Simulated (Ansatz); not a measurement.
CH5MoNS2, SMILES `[CH3][Mo]([NH2])(=[S])=[S]`, relaxed with RKS PBE-D4/def2-SVP in Ansatz 0.2.0 from a rough embedded geometry. The force threshold is 0.03 eV/Å; the program also tests the step.

The species carries charge 0 and has multiplicity 1. Mo: def2 effective core potential.

Start:

```xyz
10

C     0.877    0.656   -1.100
Mo   -0.877    0.035    0.073
N    -0.189   -1.062    1.715
S    -1.912    1.683    0.793
S    -2.150   -1.116   -1.044
H     1.381   -0.265   -1.519
H     1.528    1.265   -0.530
H     0.465    1.214   -2.007
H     0.374   -1.925    1.365
H     0.504   -0.485    2.254
```

| step | energy (eV) | largest force (eV/Å) | largest move (Å) |
| --- | --- | --- | --- |
| 1 | -26117.7811 | 3.178 | 0.000 |
| 2 | -26118.3617 | 1.727 | 0.194 |
| 3 | -26118.5927 | 1.251 | 0.118 |
| 4 | -26118.6933 | 0.326 | 0.200 |
| 5 | -26118.6948 | 0.620 | 0.122 |
| 6 | -26118.7185 | 0.035 | 0.083 |
| 7 (rejected) | -26118.7179 | 0.094 | 0.045 |
| 8 | -26118.7194 | 0.007 | 0.018 |

End:

```xyz
10

C     0.786    0.670   -1.163
Mo   -0.756    0.003    0.108
N     0.086   -0.983    1.523
S    -1.720    1.768    0.809
S    -2.005   -1.223   -1.106
H     1.336   -0.206   -1.566
H     1.479    1.321   -0.591
H     0.351    1.248   -2.004
H     0.154   -2.008    1.541
H     0.288   -0.589    2.449
```

It took 26 s on 4 threads of an Arm Neoverse N1 on a shared host, with 0.19 GiB of host memory at the peak.
